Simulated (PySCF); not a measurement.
PySCF input for C2H6FGaO, SMILES [O](C)[Ga]([CH3])[F], TDA-PBE0/def2-SVPD. Geometry: B3LYP-D3(BJ)/def2-SVP. The structure was generated by enumeration; whether it is a known compound was not checked. One conformer was computed; it need not be the lowest.

```python
import numpy as np
from pyscf import gto, scf, dft, tdscf

mol = gto.M(
    atom='''
    Ga    0.05212332    0.35817790   -0.00000000
    F     1.41653539    1.46680805   -0.00000000
    C    -1.78791299    1.02334303   -0.00000000
    H    -2.51215589    0.19702140   -0.00000000
    H    -1.94697416    1.64788806    0.89177161
    H    -1.94697416    1.64788806   -0.89177160
    O     0.62914017   -1.32760298    0.00000000
    C    -0.17795819   -2.47729723   -0.00000000
    H     0.03453759   -3.09593744    0.89128500
    H     0.03453758   -3.09593744   -0.89128500
    H    -1.26550673   -2.26116117    0.00000000
    ''',
    basis='def2-SVPD',
    charge=0,
    spin=0,
    symmetry=True,
    max_memory=1600,
    verbose=4,
)
mf = dft.RKS(mol, xc='pbe0').density_fit(auxbasis='def2-universal-jkfit')
mf.grids.level = 3
mf.conv_tol = 1e-9
mf.max_cycle = 100
mf.kernel()
mf.grids = dft.Grids(mol).set(level=1).build(with_non0tab=True)  # coarser grid for the response kernel
td = tdscf.TDA(mf)
td.singlet = True
td.nstates = 10
td.conv_tol = 1e-4
td.positive_eig_threshold = 1e-6
td.kernel(x0=td.get_init_guess(mf, 15))
td.analyze()
tt = tdscf.TDA(mf)
tt.singlet = False
tt.nstates = 4
tt.conv_tol = 1e-4
tt.positive_eig_threshold = 1e-6
tt.kernel(x0=tt.get_init_guess(mf, 9))
tt.analyze(verbose=3)
```

It prints:

```
PySCF version 2.14.0

[INPUT] verbose = 4
[INPUT] num. atoms = 11
[INPUT] num. electrons = 66
[INPUT] charge = 0
[INPUT] spin (= nelec alpha-beta = 2S) = 0
[INPUT] symmetry True subgroup None
[INPUT] Mole.unit = angstrom
[INPUT] Symbol           X                Y                Z      unit          X                Y                Z       unit  Magmom
[INPUT]  1 Ga     0.052123320000   0.358177900000   0.000000000000 AA    0.098498799503   0.676858134872   0.000000000000 Bohr   0.0
[INPUT]  2 F      1.416535390000   1.466808050000   0.000000000000 AA    2.676863932854   2.771865491807   0.000000000000 Bohr   0.0
[INPUT]  3 C     -1.787912990000   1.023343030000   0.000000000000 AA   -3.378665885652   1.933838058183   0.000000000000 Bohr   0.0
[INPUT]  4 H     -2.512155890000   0.197021400000   0.000000000000 AA   -4.747286614313   0.372316486678   0.000000000000 Bohr   0.0
[INPUT]  5 H     -1.946974160000   1.647888060000   0.891771610000 AA   -3.679247934005   3.114057117341   1.685204108562 Bohr   0.0
[INPUT]  6 H     -1.946974160000   1.647888060000  -0.891771600000 AA   -3.679247934005   3.114057117341  -1.685204089665 Bohr   0.0
[INPUT]  7 O      0.629140170000  -1.327602980000   0.000000000000 AA    1.188902615262  -2.508806034356   0.000000000000 Bohr   0.0
[INPUT]  8 C     -0.177958190000  -2.477297230000   0.000000000000 AA   -0.336292240723  -4.681413293844   0.000000000000 Bohr   0.0
[INPUT]  9 H      0.034537590000  -3.095937440000   0.891285000000 AA    0.065266586103  -5.850473860387   1.684284548933 Bohr   0.0
[INPUT] 10 H      0.034537580000  -3.095937440000  -0.891285000000 AA    0.065266567205  -5.850473860387  -1.684284548933 Bohr   0.0
[INPUT] 11 H     -1.265506730000  -2.261161170000   0.000000000000 AA   -2.391461128494  -4.272975334801   0.000000000000 Bohr   0.0

nuclear repulsion = 376.926614628143
point group symmetry = Cs
symmetry origin: [-1.71793279e-09 -6.29908720e-09  2.86322141e-10]
symmetry axis x: [ 1.00000000e+00  3.14142569e-09 -1.99199145e-10]
symmetry axis y: [ 3.14142569e-09 -1.00000000e+00 -1.53836409e-10]
symmetry axis z: [ 1.99199145e-10 -1.53836429e-10  1.00000000e+00]
num. orbitals of irrep A' = 114
num. orbitals of irrep A" = 58
number of shells = 72
number of NR pGTOs = 266
number of NR cGTOs = 172
basis = def2-SVPD
ecp = {}


******** <class 'pyscf.df.df_jk.DFSymAdaptedRKS'> ********
method = DFSymAdaptedRKS
initial guess = minao
damping factor = 0
level_shift factor = 0
DIIS = <class 'pyscf.scf.diis.CDIIS'>
diis_start_cycle = 1
diis_space = 8
diis_damp = 0
SCF conv_tol = 1e-09
SCF conv_tol_grad = None
SCF max_cycles = 100
direct_scf = False
XC library pyscf.dft.libxc version 7.1.2
    S. Lehtola, C. Steigemann, M. J. T. Oliveira, and M. A. L. Marques,  SoftwareX 7, 1–5 (2018)
XC functionals = pbe0
    C. Adamo and V. Barone,  J. Chem. Phys. 110, 6158 (1999)
    M. Ernzerhof and G. E. Scuseria,  J. Chem. Phys. 110, 5029 (1999)
radial grids:
    Treutler-Ahlrichs [JCP 102, 346 (1995); DOI:10.1063/1.469408] (M4) radial grids

becke partition: Becke, JCP 88, 2547 (1988); DOI:10.1063/1.454033
pruning grids: <function nwchem_prune>
grids dens level: 3
symmetrized grids: True
atomic radii adjust function: <function treutler_atomic_radii_adjust>
small_rho_cutoff = 0
Freeze 0 electrons in irreps []
    66 free electrons in irreps A' A"
Set gradient conv threshold to 3.16228e-05
Initial guess from minao.
tot grids = 136336
******** <class 'pyscf.df.df.DF'> ********
auxbasis = def2-universal-jkfit
init E= -2178.38736643005
HOMO (A') = -0.358070089816929  LUMO (A') = -0.0827541992440657  gap/eV = 7.49173
cycle= 1 E= -2178.68556420168  delta_E= -0.298  |g|= 0.997  |ddm|= 4.06
HOMO (A") = -0.16148959770517  LUMO (A') = -0.0141908959408963  gap/eV = 4.00820
cycle= 2 E= -2178.22131828782  delta_E= 0.464  |g|= 1.88  |ddm|=  3.5
HOMO (A') = -0.311952533528951  LUMO (A') = -0.0254710805765304  gap/eV = 7.79556
cycle= 3 E= -2178.85341877592  delta_E= -0.632  |g|= 0.195  |ddm|= 2.41
HOMO (A") = -0.290707358618185  LUMO (A') = -0.0276104285151755  gap/eV = 7.15923
cycle= 4 E= -2178.86057426804  delta_E= -0.00716  |g|= 0.0769  |ddm|= 0.257
HOMO (A") = -0.298306267371705  LUMO (A') = -0.0276477121744247  gap/eV = 7.36499
cycle= 5 E= -2178.86161761636  delta_E= -0.00104  |g|= 0.0219  |ddm|= 0.0757
HOMO (A") = -0.29708863273179  LUMO (A') = -0.027159317237631  gap/eV = 7.34515
cycle= 6 E= -2178.86170052358  delta_E= -8.29e-05  |g|= 0.00522  |ddm|= 0.0222
HOMO (A") = -0.297530701541803  LUMO (A') = -0.027046227612793  gap/eV = 7.36026
cycle= 7 E= -2178.86170574898  delta_E= -5.23e-06  |g|= 0.000755  |ddm|= 0.00598
HOMO (A") = -0.297586670911005  LUMO (A') = -0.0270784156141275  gap/eV = 7.36090
cycle= 8 E= -2178.86170582749  delta_E= -7.85e-08  |g|= 0.000334  |ddm|= 0.00117
HOMO (A") = -0.297602539804055  LUMO (A') = -0.027066447927294  gap/eV = 7.36166
cycle= 9 E= -2178.86170585107  delta_E= -2.36e-08  |g|= 5.63e-05  |ddm|= 0.000345
HOMO (A") = -0.2975952722647  LUMO (A') = -0.0270659612629118  gap/eV = 7.36148
cycle= 10 E= -2178.86170585179  delta_E= -7.28e-10  |g|= 1.16e-05  |ddm|= 8.31e-05
HOMO (A") = -0.297592274466734  LUMO (A') = -0.0270665367173453  gap/eV = 7.36138
Extra cycle  E= -2178.86170585177  delta_E= 2.86e-11  |g|= 1.68e-05  |ddm|= 4.1e-05
converged SCF energy = -2178.86170585177
tot grids = 43088
Overwritten attributes  positive_eig_threshold  of <class 'pyscf.tdscf.rks.TDA'>


******** <class 'pyscf.tdscf.rks.TDA'> for <class 'pyscf.df.df_jk.DFSymAdaptedRKS'> ********
nstates = 10 singlet
deg_eia_thresh = 1.000e-03
wfnsym = None
conv_tol = 0.0001
eigh lindep = 1e-12
eigh level_shift = 0
eigh max_cycle = 100


Excitation energies (eV)
[6.05677765 6.28840557 6.31717194 6.78341627 7.65577807 7.86917897
 7.96817942 7.99031314 8.27549115 8.50090133]

** Singlet excitation energies and oscillator strengths **
Excited State   1:   A"      6.05678 eV    204.70 nm  f=0.0112
      33 -> 34       -0.69409
Excited State   2:   A'      6.28841 eV    197.16 nm  f=0.0242
      32 -> 34       -0.59139
      33 -> 35       -0.36825
Excited State   3:   A"      6.31717 eV    196.27 nm  f=0.0029
      32 -> 35        0.70365
Excited State   4:   A'      6.78342 eV    182.78 nm  f=0.1457
      32 -> 34       -0.36869
      33 -> 35        0.58191
Excited State   5:   A"      7.65578 eV    161.95 nm  f=0.0180
      33 -> 36       -0.69676
Excited State   6:   A'      7.86918 eV    157.56 nm  f=0.0019
      31 -> 34       -0.39349
      32 -> 36       -0.57503
Excited State   7:   A'      7.96818 eV    155.60 nm  f=0.1752
      30 -> 34       -0.12266
      31 -> 34       -0.51633
      32 -> 36        0.38606
      32 -> 37       -0.20927
Excited State   8:   A"      7.99031 eV    155.17 nm  f=0.0291
      31 -> 35       -0.68355
Excited State   9:   A"      8.27549 eV    149.82 nm  f=0.0007
      33 -> 37        0.66796
      33 -> 39        0.11062
      33 -> 41       -0.13035
Excited State  10:   A'      8.50090 eV    145.85 nm  f=0.0133
      30 -> 34        0.31656
      31 -> 34        0.11433
      32 -> 37       -0.58804

** Transition electric dipole moments (AU) **
state          X           Y           Z        Dip. S.      Osc.
  1         0.0000     -0.0000     -0.2752      0.0757      0.0112
  2        -0.3922      0.0586      0.0000      0.1572      0.0242
  3         0.0000     -0.0000      0.1360      0.0185      0.0029
  4        -0.3229      0.8788      0.0000      0.8765      0.1457
  5         0.0000     -0.0000      0.3102      0.0962      0.0180
  6        -0.0984     -0.0171     -0.0000      0.0100      0.0019
  7        -0.8858      0.3361     -0.0000      0.8975      0.1752
  8        -0.0000      0.0000     -0.3853      0.1485      0.0291
  9        -0.0000     -0.0000     -0.0601      0.0036      0.0007
 10         0.1718     -0.1859      0.0000      0.0641      0.0133

** Transition velocity dipole moments (imaginary part, AU) **
state          X           Y           Z        Dip. S.      Osc.
  1         0.0000      0.0000     -0.0332      0.0011      0.0033
  2        -0.0994      0.0317     -0.0000      0.0109      0.0314
  3        -0.0000      0.0000      0.0125      0.0002      0.0004
  4        -0.0389      0.1580      0.0000      0.0265      0.0708
  5        -0.0000     -0.0000      0.0925      0.0086      0.0203
  6        -0.0264     -0.0010     -0.0000      0.0007      0.0016
  7        -0.2247      0.1068     -0.0000      0.0619      0.1409
  8         0.0000     -0.0000     -0.0142      0.0002      0.0005
  9        -0.0000     -0.0000     -0.0182      0.0003      0.0007
 10         0.0414     -0.0454      0.0000      0.0038      0.0081

** Transition magnetic dipole moments (imaginary part, AU) **
state          X           Y           Z
  1         0.0067     -0.2833     -0.0000
  2        -0.0000      0.0000     -0.3276
  3        -0.3902     -0.6508     -0.0000
  4         0.0000      0.0000     -0.7532
  5         0.7569     -0.2270      0.0000
  6        -0.0000      0.0000     -0.4417
  7         0.0000      0.0000      0.1588
  8         0.0086      0.5207     -0.0000
  9         0.5533     -0.1735      0.0000
 10         0.0000      0.0000      0.3500


******** <class 'pyscf.tdscf.rks.TDA'> for <class 'pyscf.df.df_jk.DFSymAdaptedRKS'> ********
nstates = 4 triplet
deg_eia_thresh = 1.000e-03
wfnsym = None
conv_tol = 0.0001
eigh lindep = 1e-12
eigh level_shift = 0
eigh max_cycle = 100


Excitation energies (eV)
[5.71951837 5.75422883 5.84033197 6.0971843 ]

** Triplet excitation energies and oscillator strengths **
Excited State   1:   A"      5.71952 eV    216.77 nm  f=0.0000
Excited State   2:   A'      5.75423 eV    215.47 nm  f=0.0000
Excited State   3:   A'      5.84033 eV    212.29 nm  f=0.0000
Excited State   4:   A"      6.09718 eV    203.35 nm  f=0.0000
```

Self-consistency was reached.

Cost: around 2.5 core-minutes (rough).
